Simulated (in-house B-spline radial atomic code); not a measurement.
Configurations of Te3+, with energies counted from [Kr] 4d10 5s2 5p1. Computed with a radial B-spline atomic code at the basis-set limit: scalar-relativistic (X2C) HSE06, spin-polarised, spherical fractional occupations, exact exchange averaged over the configuration, Fermi nucleus of rms radius 4.7423 fm. Shells without spins written out take the highest spin.

Occupations are held fixed; configurations that lie above the ionisation limit could autoionise.

| configuration | E - E(ref) (eV) | highest orbital | its <r> (bohr) |
| --- | --- | --- | --- |
| [Kr] 4d10 5s1 5p2 | 8.7898 | 5p up | 2.201 |
| [Kr] 4d9 5s2 5p1 6s1 | 59.746 | 6s up | 3.867 |
| [Ar] 3d10 4s2 4p5 4d10 5s2 5p1 6s1 | 136.09 | 6s up | 3.861 |
| [Ar] 3d9 4s2 4p6 4d10 5s2 5p1 5f1 | 603.9 | 5f up | 5.274 |

**Question.** Order these further configurations by energy, lowest first.
A. [Kr] 4d9 5s2 5p1 5d1
B. [Kr] 4d10 5s2 5f1
C. [Kr] 4d10 5s1 5p1 6s1
D. [Ar] 3d10 4s2 4p5 4d10 4f1 5s2 5p1
E. [Kr] 4d10 5s2 6p1

**Answer.** E (19.044 eV), C (25.458 eV), B (25.772 eV), A (57.551 eV), D (139.08 eV).
